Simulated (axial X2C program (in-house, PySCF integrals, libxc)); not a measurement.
Spin–orbit effects along a row: molecules with Se (ions), PBE0

Computed with an axial X2C code built on PySCF integrals, spin-free (one-electron X2C) or two-component (2c: spin–orbit coupling with atomic mean-field Coulomb and Gaunt terms, which also bring small scalar terms), in Dyall basis sets with cores contracted in-house; open shells are unrestricted.

Basis sets: B dyall-v3z, Be dyall-cv3z, C dyall-v3z, F dyall-av3z, Li dyall-cv3z, N dyall-av3z, Se dyall-cv3z.

| molecule | spin-free state | Re (Å) | ωe (cm⁻¹) | De (eV) | 2c state | Re 2c (Å) | ωe 2c (cm⁻¹) | De 2c (eV) |
| --- | --- | --- | --- | --- | --- | --- | --- | --- |
| LiSe⁺ | M_S = 1, Λ = 0 | 2.571 | 322.4 | 0.94 | Ω = 1 | 2.573 | 320.9 | 0.90 |
| BeSe⁺ | ? | ? | ? | ? | ? | ? | ? | ? |
| BSe⁺ | M_S = 1, Λ = 1 | 1.838 | 806.0 | 3.19 | Ω = 2 | 1.839 | 803.3 | 3.24 |
| CSe⁺ | M_S = 1/2, Λ = 0 | 1.620 | 1145.0 | 4.89 | Ω = 1/2 | 1.621 | 1142.6 | 4.87 |
| SeN⁺ | M_S = 0, Λ = 0 | 1.564 | 1228.4 | 4.40 | Ω = 0 | 1.565 | 1226.2 | 4.38 |
| SeF⁺ | M_S = 1, Λ = 0 | 1.657 | 833.1 | 3.42 | Ω = 1 | 1.658 | 832.0 | 3.40 |

Question: Estimate the 2c Re and ωe of BeSe⁺ as the mean of its neighbours in the table.

Answer: Re ≈ 2.206 Å, ωe ≈ 562.1 cm⁻¹. The PBE0 runs give the row below, so the estimate misses by 0.244 Å and -178.5 cm⁻¹.

```json
{"molecule": "BeSe⁺", "spin-free state": "M_S = 1/2, Λ = 1", "Re (Å)": "1.960", "ωe (cm⁻¹)": "745.3", "De (eV)": "3.15", "2c state": "Ω = 3/2", "Re 2c (Å)": "1.962", "ωe 2c (cm⁻¹)": "740.6", "De 2c (eV)": "3.19"}
```

Fragments in 2c: Se + Li+, Se + Be+, Se + B+, Se+ + C, Se+ + N, Se+ + F. Each entry is the lowest single determinant of a limited PBE0 search at one distance. De goes to single-determinant-based atoms at the same level (for ions the charge split of lowest energy) and is withheld (n/a) where an atom does not fit its ground term or J level. Main or longest-lived isotopes. One determinant is a doubtful description, or other states lie close, for LiSe⁺, BSe⁺, CSe⁺, SeF⁺; these need not be ground states, and all values refer to the states named. Some open-shell Ω = 0 determinants are out of reach, so the Ω given for LiSe⁺, BSe⁺, SeF⁺ need not be the lowest component. With several unpaired electrons the Ω given is that of one determinant, not necessarily of the lowest component. Some light 2c atoms are not at their ground J level, so De misses part of their lowering (0.04 eV or less). The functionals have no current term, which raises determinants with orbital currents.
